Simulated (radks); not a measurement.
Species: Pr2+. Configuration: [Xe] 4f2 5d1 (not the ground configuration). All-electron calculation, scalar-relativistic Kohn-Sham, r2SCAN, spin-polarised, spherical densities, finite nucleus; open shells are filled with parallel spins first (spin-orbit coupling, left out, can overturn this in heavy ions); meta-GGA in the generalised Kohn-Sham scheme; Fermi nuclear charge, rms radius 4.8919 fm. Program: a radial shooting solver on a logarithmic mesh with Libxc functionals.

Local quantities along the radius. ELF = 1/(1 + alpha^2) is the electron localisation function; alpha = (tau - tau_W)/tau_unif compares the Pauli kinetic energy density with that of the uniform gas (summed over spins); s = |grad rho|/(2 (3 pi^2)^(1/3) rho^(4/3)) is the reduced gradient; r v_xc is r times the local exchange-correlation potential of spin up (hartree bohr, multiplicative part alone). tau is taken from the large components.

| r (bohr) | ELF | alpha | s | r v_xc |
|---|---|---|---|---|
| 0.001133 | 0.999 | 0.02401 | 0.7677 | -0.1212 |
| 0.001319 | 0.999 | 0.02429 | 0.7165 | -0.1313 |
| 0.001524 | 0.999 | 0.02473 | 0.6753 | -0.1426 |
| 0.001759 | 0.999 | 0.02538 | 0.6405 | -0.1555 |
| 0.002032 | 0.999 | 0.02628 | 0.6114 | -0.1703 |
| 0.002347 | 0.999 | 0.02747 | 0.5875 | -0.1870 |
| 0.002732 | 0.999 | 0.02913 | 0.5675 | -0.2070 |
| 0.003155 | 0.999 | 0.03116 | 0.5531 | -0.2283 |
| 0.003644 | 0.999 | 0.03379 | 0.5429 | -0.2518 |
| 0.004208 | 0.999 | 0.03719 | 0.5367 | -0.2777 |
| 0.00486 | 0.998 | 0.04163 | 0.5345 | -0.3060 |
| 0.005658 | 0.998 | 0.04785 | 0.5365 | -0.3384 |
| 0.006534 | 0.997 | 0.05581 | 0.5425 | -0.3714 |
| 0.007546 | 0.996 | 0.06666 | 0.5528 | -0.4064 |
| 0.008715 | 0.993 | 0.08177 | 0.5676 | -0.4433 |
| 0.01015 | 0.989 | 0.1048 | 0.5882 | -0.4841 |
| 0.01172 | 0.982 | 0.1370 | 0.6126 | -0.5245 |
| 0.01353 | 0.967 | 0.1854 | 0.6412 | -0.5667 |
| 0.01563 | 0.937 | 0.2597 | 0.6723 | -0.6098 |
| 0.01805 | 0.877 | 0.3747 | 0.7021 | -0.6471 |
| 0.02101 | 0.760 | 0.5623 | 0.7231 | -0.6557 |
| 0.02426 | 0.599 | 0.8184 | 0.7184 | -0.6108 |
| 0.02802 | 0.440 | 1.128 | 0.6719 | -0.5709 |
| 0.03236 | 0.343 | 1.385 | 0.5748 | -0.6075 |
| 0.03738 | 0.326 | 1.437 | 0.4479 | -0.7001 |
| 0.04351 | 0.396 | 1.236 | 0.3340 | -0.7198 |
| 0.05025 | 0.523 | 0.9551 | 0.2834 | -0.8558 |
| 0.05803 | 0.652 | 0.7302 | 0.2901 | -0.9660 |
| 0.06702 | 0.731 | 0.6064 | 0.3356 | -1.036 |
| 0.0774 | 0.745 | 0.5857 | 0.4010 | -1.075 |
| 0.09011 | 0.678 | 0.6895 | 0.4705 | -1.091 |
| 0.1041 | 0.532 | 0.9374 | 0.5045 | -1.040 |
| 0.1202 | 0.380 | 1.278 | 0.4614 | -1.008 |
| 0.1388 | 0.333 | 1.415 | 0.3378 | -0.9643 |
| 0.1603 | 0.425 | 1.164 | 0.2309 | -1.161 |
| 0.1866 | 0.605 | 0.8073 | 0.2259 | -1.375 |
| 0.2155 | 0.727 | 0.6123 | 0.3046 | -1.476 |
| 0.2489 | 0.754 | 0.5711 | 0.4298 | -1.448 |
| 0.2874 | 0.660 | 0.7184 | 0.5772 | -1.388 |
| 0.332 | 0.397 | 1.232 | 0.6709 | -1.084 |
| 0.3865 | 0.203 | 1.984 | 0.5069 | -1.140 |
| 0.4463 | 0.289 | 1.567 | 0.2198 | -1.146 |
| 0.5154 | 0.580 | 0.8503 | 0.1773 | -1.472 |
| 0.5953 | 0.740 | 0.5921 | 0.2918 | -1.609 |
| 0.6875 | 0.739 | 0.5946 | 0.4463 | -1.551 |
| 0.8003 | 0.606 | 0.8068 | 0.6105 | -1.446 |
| 0.9243 | 0.391 | 1.249 | 0.7036 | -1.226 |
| 1.067 | 0.269 | 1.649 | 0.6351 | -1.160 |
| 1.233 | 0.344 | 1.381 | 0.4914 | -1.233 |
| 1.435 | 0.573 | 0.8632 | 0.4780 | -1.267 |
| 1.657 | 0.711 | 0.6369 | 0.5987 | -1.283 |
| 1.914 | 0.718 | 0.6274 | 0.8039 | -1.226 |
| 2.211 | 0.611 | 0.7974 | 1.093 | -1.073 |
| 2.553 | 0.402 | 1.220 | 1.497 | -0.8492 |
| 2.972 | 0.175 | 2.169 | 2.091 | -0.5563 |
| 3.432 | 0.064 | 3.833 | 2.847 | -0.5250 |
| 3.964 | 0.023 | 6.462 | 3.893 | -0.4336 |
| 4.578 | 0.009 | 10.71 | 5.539 | -0.3398 |
| 5.287 | 0.003 | 19.05 | 8.500 | -0.2512 |
| 6.155 | 0.001 | 40.87 | 14.74 | -0.1640 |
| 7.108 | 0.000 | 102.0 | 27.40 | -0.09481 |
| 8.209 | 0.000 | 315.6 | 56.47 | -0.04599 |

On this mesh the ELF has minima near r = 0.037, 0.14, 0.39, 1.1 bohr, which separate the shells, and maxima near 0.077 (0.74), 0.25 (0.75), 0.60 (0.74), 1.9 (0.72).
